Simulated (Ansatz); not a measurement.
**CHFInO: which of two structures lies lower**

We compare I, a doublet given by its coordinates, with II, a doublet given by its coordinates. Both are gas-phase species (loosely bound parts included), relaxed with BLYP-D3(BJ)/def2-SVP.

I (Å):

```yaml
atoms:
  - { symbol: C, position_ang: [-0.7498, -2.7700, -1.1660] }
  - { symbol: F, position_ang: [-2.0900, -3.0655, -1.2752] }
  - { symbol: In, position_ang: [0.7826, -4.0737, -3.0208] }
  - { symbol: O, position_ang: [-0.1846, -2.0873, -2.0641] }
  - { symbol: H, position_ang: [-0.4301, -2.8319, -0.1033] }
```

Close contacts (Å): C1–F2 1.38, C1–In3 2.74, C1–O4 1.26, In3–O4 2.41, C1–H5 1.11.

II (Å):

```xyz
5

C    -0.9171   -2.5979   -0.8860
F     0.1219   -4.1058   -2.3310
In    0.4225   -2.3124   -3.3564
O    -2.1075   -2.6441   -0.8967
H    -0.2249   -3.0981   -0.1471
```

Close contacts (Å): C1–In3 2.82, C1–O4 1.19, F2–In3 2.09, C1–H5 1.13.

Energies in hartree; the thermal terms are from BLYP-D3(BJ)/def2-SVP harmonic frequencies (ideal gas, rigid rotor, one conformer each, 298.15 K, 1 atm) and include the zero-point energy:

```
                              I           II
E, CCSD(T)/def2-SVP  −402.364884  −402.373363
    E, MP2/def2-SVP  −402.320903  −402.334608
  E, MP2/def2-TZVPP  −402.937074  −402.948332
  zero-point energy     0.019285     0.016521
       H(298 K) − E     0.025276     0.023363
       G(298 K) − E    −0.011814    −0.015638
```

**Question.** Correct the CCSD(T) difference for the basis set by the MP2 change, then work out ΔE, ΔE₀, ΔH and ΔG for I → II in kJ/mol (1 Eh = 2625.50 kJ/mol) and the equilibrium ratio [II]/[I].

**Answer.** 1. Differences II − I: CCSD(T) −0.008479, MP2 in the small set −0.013705, MP2 in the large set −0.011258 Eh.
2. ΔE = −0.008479 + (−0.011258 − (−0.013705)) = −0.006032 Eh = −15.84 kJ/mol.
3. ΔE₀ = ΔE + ΔZPE = −0.006032 + (−0.002764) Eh = −23.09 kJ/mol.
4. ΔH = ΔE + (−0.001913) Eh = −20.86 kJ/mol.
5. ΔG = ΔE + (−0.003824) Eh = −25.88 kJ/mol, so ΔS = (ΔH − ΔG)/T = +16.8 J/(mol K).
6. kT = 0.9442 mEh, so K = [II]/[I] = exp(−ΔG/kT) = exp(+10.44) ≈ 3.4 × 10^4.

Structure II is favoured at this temperature. An error of 4 kJ/mol in ΔG would change K by a factor of 5. Mirror images and further conformers aren't counted.

Other levels gave ΔE = −2.8 (BLYP-D3(BJ)/def2-SVP); −30.4 (HF/def2-SVP); −36.0 (MP2/def2-SVP); −22.3 (CCSD(T)/def2-SVP) kJ/mol. Open shells are spin-unrestricted. The correlated steps freeze 7 core orbitals; the filled d shell of In is correlated, in a basis made for valence electrons. Atoms past krypton carry core potentials in the def2 sets, without spin–orbit terms. Programs: Ansatz 0.2.0.
